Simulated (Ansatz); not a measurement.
Isolated molecules relaxed with PBE0-D4/def2-TZVP in Ansatz; ΔE leaves out vibrations. CCSD(T)/CBS is the MP2 limit (def2-TZVPP, def2-QZVPP) plus CCSD(T) − MP2 in def2-TZVPP, frozen cores. This one scheme is used for every species. Double bonds are as drawn, so ΔE can hold a change between cis and trans. DFT in def2-TZVPP. B3LYP here is the variant with VWN-RPA as its local correlation; programs differ in this. One conformer a species, not always the lowest.

`[AlH2][SH]` + `F/C=C\S` → `F/C=C/[S][AlH2]` + H₂S  (ligand exchange at the Al–S bond)

CCSD(T)/CBS gives +15.8 kJ/mol.

Q: Another level gave +16.3 kJ/mol. Which?
A. B3LYP/def2-TZVPP
B. HF/def2-TZVPP
C. PBE/def2-TZVPP
D. B3LYP-D4/def2-TZVPP

A: C. PBE 16.3, B3LYP 28.4, HF/def2-TZVPP 33.2, B3LYP-D4 22.7 kJ/mol.

Largest T1 diagnostic among the species: 0.013.

In def2-TZVPP, CCSD(T) changes the Hartree–Fock value by −18.1 kJ/mol (the triples alone add −3.8 kJ/mol) and MP2 by −22.8 kJ/mol. The D4 term adds −5.7 kJ/mol with B3LYP and −3.1 kJ/mol with PBE0; it sums over pairs of atoms, weighted by their polarisabilities, and B3LYP, whose exchange is more repulsive, gets the larger term.
